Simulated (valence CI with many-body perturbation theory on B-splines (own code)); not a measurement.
Fe XIII: electric-dipole lines

Level of theory: relativistic CI+MBPT: four valence electrons over a frozen Dirac-Fock core [Ne], radial functions for each j: 11 s, 11 p, 9 d, 7 f, 5 g, 2 h, 1 i, with the one-electron correlation potential Σ1 (screened to all orders), the two-electron term Σ2, the three-electron term Σ3, Breit, model QED; selected single and double excitations, second order for the rest, scaled by the run's own slope (own B-spline code, finite nucleus).

No measured levels were compared; by estimate levels of excited configurations hold to 0.05 to 0.15 % of their energy, terms of the ground configuration to about 0.5 %.

Lines 101 to 150 of 225 in falling wavelength, among levels below 820810 cm⁻¹, chosen from the strongest by gf and those to the six lowest levels. Wavelengths and rates use the calculated energies, so an error of 200 cm⁻¹ moves a line at 255.8 Å by 0.051 % and its rate by three times that or more. Electric multipoles are in the length gauge, E1 and E2 with the static RPA response of the core. Weak lines are less certain than strong ones. Lines between different terms over intervals too small for the method are left out, as are lines whose strength nearly cancels. Where a level lies close to another of its J and parity, the split of strength between their lines is uncertain. The highest levels of a list are the least certain.

Names give the largest LS component (configuration and term), which can be under half, so a name can repeat, a term be missing and a line seem to break the LS rules; names also repeat where a configuration has a term twice. Letters in brackets count levels of one name in rising energy.

| λ vac (Å) | Upper | Lower | A (s⁻¹) | S (a.u.) with core polarisation | S without |
| --- | --- | --- | --- | --- | --- |
| 255.8 | 3s 3p2 3d 3P_2 [a] | 3s 3p3 3P°_1 | 1.73e+09 | 7.13e-02 | 7.39e-02 |
| 251.7 | 3s 3p3 3S°_1 | 3s2 3p2 3P_2 | 3.28e+10 | 7.74e-01 | 8.02e-01 |
| 250.5 | 3s 3p2 3d 3D_3 [a] | 3s 3p3 1D°_2 | 1.58e+09 | 8.60e-02 | 8.90e-02 |
| 250.3 | 3s 3p2 3d 3P_1 [a] | 3s 3p3 3P°_2 | 7.04e+09 | 1.64e-01 | 1.70e-01 |
| 249.5 | 3p4 3P_1 | 3s 3p3 5S°_2 | 3.17e+06 | 7.30e-05 | 7.55e-05 |
| 249.5 | 3s 3p2 3d 3P_1 [a] | 3s 3p3 3P°_0 | 2.79e+09 | 6.41e-02 | 6.64e-02 |
| 248.0 | 3s2 3p 3d 3P°_1 | 3s2 3p2 1S_0 | 6.22e+07 | 1.41e-03 | 1.45e-03 |
| 246.1 | 3s 3p2 3d 3P_0 [a] | 3s 3p3 3P°_1 | 1.33e+10 | 9.78e-02 | 1.01e-01 |
| 245.9 | 3s 3p3 3S°_1 | 3s2 3p2 3P_1 | 1.65e+10 | 3.64e-01 | 3.77e-01 |
| 244.1 | 3s 3p2 3d 1F_3 | 3s 3p3 1D°_2 | 1.11e+10 | 5.60e-01 | 5.80e-01 |
| 243.1 | 3s2 3p 3d 3F°_2 | 3s2 3p2 3P_2 | 1.47e+08 | 5.20e-03 | 5.37e-03 |
| 242.5 | 3p4 1D_2 | 3s 3p3 5S°_2 | 6.32e+05 | 2.22e-05 | 2.30e-05 |
| 241.1 | 3s2 3p 3d 3D°_1 | 3s2 3p2 1S_0 | 1.19e+07 | 2.46e-04 | 2.54e-04 |
| 240.4 | 3s 3p3 3S°_1 | 3s2 3p2 3P_0 | 6.69e+09 | 1.38e-01 | 1.43e-01 |
| 239.1 | 3s2 3p 3d 3F°_3 | 3s2 3p2 3P_2 | 3.25e+08 | 1.54e-02 | 1.58e-02 |
| 238.4 | 3s 3p2 3d 5F_1 | 3s 3p3 5S°_2 | 1.84e+06 | 3.69e-05 | 3.80e-05 |
| 238.2 | 3s 3p3 1P°_1 | 3s2 3p2 3P_2 | 1.21e+09 | 2.42e-02 | 2.51e-02 |
| 237.7 | 3s2 3p 3d 3F°_2 | 3s2 3p2 3P_1 | 1.13e+08 | 3.74e-03 | 3.86e-03 |
| 237.2 | 3s 3p2 3d 5F_2 | 3s 3p3 5S°_2 | 1.23e+07 | 4.06e-04 | 4.18e-04 |
| 235.2 | 3s 3p2 3d 5F_3 | 3s 3p3 5S°_2 | 2.34e+07 | 1.05e-03 | 1.08e-03 |
| 233.0 | 3s 3p3 1P°_1 | 3s2 3p2 3P_1 | 5.42e+09 | 1.02e-01 | 1.05e-01 |
| 232.5 | 3s 3p2 3d 3D_1 [b] | 3s 3p3 1D°_2 | 1.68e+09 | 3.14e-02 | 3.24e-02 |
| 232.3 | 3s 3p2 3d 3P_2 [a] | 3s 3p3 3D°_3 | 2.13e+10 | 6.58e-01 | 6.81e-01 |
| 231.9 | 3s 3p2 3d 3D_3 [a] | 3s 3p3 3P°_2 | 6.69e+08 | 2.88e-02 | 2.98e-02 |
| 230.8 | 3s 3p2 3d 3P_2 [a] | 3s 3p3 3D°_2 | 1.04e+10 | 3.14e-01 | 3.25e-01 |
| 230.7 | 3s 3p2 3d 3P_2 [a] | 3s 3p3 3D°_1 | 1.25e+09 | 3.79e-02 | 3.92e-02 |
| 230.2 | 3s 3p2 3d 1P_1 | 3s 3p3 1D°_2 | 3.18e+10 | 5.74e-01 | 5.94e-01 |
| 228.2 | 3s2 3p 3d 3P°_2 | 3s2 3p2 1D_2 | 1.53e+10 | 4.48e-01 | 4.64e-01 |
| 228.1 | 3s 3p3 1P°_1 | 3s2 3p2 3P_0 | 9.84e+08 | 1.73e-02 | 1.79e-02 |
| 228.0 | 3s 3p2 3d 3D_3 [b] | 3s 3p3 1D°_2 | 2.58e+09 | 1.06e-01 | 1.09e-01 |
| 226.4 | 3s 3p2 3d 1F_3 | 3s 3p3 3P°_2 | 4.00e+09 | 1.60e-01 | 1.66e-01 |
| 226.0 | 3s 3p2 3d 3P_1 [a] | 3s 3p3 3D°_2 | 1.50e+10 | 2.56e-01 | 2.65e-01 |
| 225.9 | 3s 3p2 3d 3P_1 [a] | 3s 3p3 3D°_1 | 1.33e+10 | 2.27e-01 | 2.35e-01 |
| 225.7 | 3s 3p2 3d 5D_1 | 3s 3p3 5S°_2 | 1.76e+08 | 3.00e-03 | 3.09e-03 |
| 225.1 | 3s 3p2 3d 5D_2 | 3s 3p3 5S°_2 | 4.81e+08 | 1.35e-02 | 1.40e-02 |
| 224.3 | 3s 3p2 3d 5D_3 | 3s 3p3 5S°_2 | 6.79e+08 | 2.65e-02 | 2.73e-02 |
| 223.8 | 3s2 3p 3d 3P°_1 | 3s2 3p2 1D_2 | 7.42e+08 | 1.23e-02 | 1.27e-02 |
| 222.8 | 3s 3p2 3d 3P_0 [a] | 3s 3p3 3D°_1 | 2.53e+10 | 1.38e-01 | 1.43e-01 |
| 221.8 | 3s2 3p 3d 1D°_2 | 3s2 3p2 1D_2 | 3.59e+10 | 9.67e-01 | 1.00e+00 |
| 218.6 | 3s 3p2 3d 3D_1 [c] | 3s 3p3 1D°_2 | 5.31e+09 | 8.21e-02 | 8.49e-02 |
| 218.2 | 3s2 3p 3d 3D°_1 | 3s2 3p2 1D_2 | 1.43e+09 | 2.21e-02 | 2.28e-02 |
| 217.9 | 3s 3p2 3d 3F_3 [b] | 3s 3p3 3P°_2 | 8.86e+08 | 3.17e-02 | 3.28e-02 |
| 216.9 | 3s2 3p 3d 3D°_3 | 3s2 3p2 1D_2 | 2.51e+09 | 8.85e-02 | 9.14e-02 |
| 216.9 | 3s2 3p 3d 3D°_2 | 3s2 3p2 1D_2 | 6.23e+09 | 1.57e-01 | 1.62e-01 |
| 216.1 | 3s 3p2 3d 3D_1 [b] | 3s 3p3 3P°_1 | 4.92e+09 | 7.36e-02 | 7.60e-02 |
| 215.8 | 3s 3p2 3d 3D_1 [b] | 3s 3p3 3P°_0 | 1.32e+10 | 1.96e-01 | 2.03e-01 |
| 215.1 | 3s 3p2 3d 3D_2 [b] | 3s 3p3 3P°_2 | 1.62e+09 | 3.98e-02 | 4.11e-02 |
| 215.1 | 3s 3p2 3d 3F_2 [a] | 3s 3p3 5S°_2 | 1.03e+07 | 2.54e-04 | 2.62e-04 |
| 214.9 | 3s 3p2 3d 3D_2 [b] | 3s 3p3 3P°_1 | 1.98e+10 | 4.84e-01 | 5.00e-01 |
| 214.4 | 3s 3p2 3d 1P_1 | 3s 3p3 3P°_2 | 4.41e+09 | 6.43e-02 | 6.65e-02 |
